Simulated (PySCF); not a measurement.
## Working out the ionisation energy of Ho

Ho [Xe] 4f11 6s2 (high-spin determinant) → Ho⁺ [Xe] 4f11 6s1 (high-spin determinant). Calculation: PySCF 2.14, in cc-pVDZ-X2C (8s7p5d3f1g, 84 functions); scalar relativity by spin-free X2C-1e. Frozen: [Ar] 3d10. Energies in hartree (1 hartree = 27.21139 eV):

```tsv
part	Ho (lower)	Ho⁺ (upper)
UHF	-12611.243336	-12611.062008
MP2 opposite-spin	-0.738190	-0.710061
MP2 same-spin	-0.464074	-0.455904
```

What does Hartree-Fock give?

(-12611.062008) − (-12611.243336) = 0.181328 hartree = 4.934 eV.

What do MP2 and SCS-MP2 (6/5 opposite-spin, 1/3 same-spin) give?

The opposite-spin parts differ by 0.765 eV and the same-spin parts by 0.222 eV. MP2: 4.934 + (0.765) + (0.222) = 5.921 eV. SCS-MP2: 4.934 + 1.2 × (0.765) + (0.222)/3 = 5.926 eV.

A first-order spin-orbit estimate adds 0.000 eV to MP2 (valence and next inner shell), giving 5.921 eV against 6.021 eV (measured; NIST Atomic Spectra Database, ionization energies).

One determinant mixes LS terms, so it does not stand for a single term.

A double-zeta basis recovers only part of the correlation energy.

What remains against the reference includes basis incompleteness, the frozen core and correlation beyond second order.
